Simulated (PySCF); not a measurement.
# Computed vibrations of [HgOF]−

[HgOF]− (singlet). PySCF 2.14.0, RKS PBE0, Hg def2-SVP with ECP60, O def2-SVP, F def2-SVP; non-relativistic Hamiltonian with scalar-relativistic core potentials where named; density fitting; no spin-orbit coupling. Central differences of gradients.

```xyz
3

Hg    0.0355    0.0000   -0.0011
O     1.9110    0.0000   -0.0619
F    -1.9858    0.0000    0.0644
```

Run from Python with OMP_NUM_THREADS=2. Where DIIS fails, smearing, a level shift and second-order steps follow.
It took 7.8 s on 2 threads of Arm Neoverse V2, with other jobs on the host.

**Question.** What are the harmonic wavenumbers and infrared intensities?

**Answer.** Modes are labelled in C∞v; negative numbers are unstable modes, those under 60 cm⁻¹ near the noise; a finer grid moves soft modes by up to 10 cm⁻¹.
```tsv
cm⁻¹	km/mol	symmetry
178	18.5	π
178	18.5	π
505	63.8	σ+
727	75.0	σ+
```

**Question.** Is this a minimum?

**Answer.** Yes. Ideal gas at 298.15 K and 1 bar: S = 270.4 J/(mol K), Cp = 53.2 J/(mol K), H − H(0 K) = 12.7 kJ/mol (rigid rotor, harmonic modes, spin degeneracy alone).
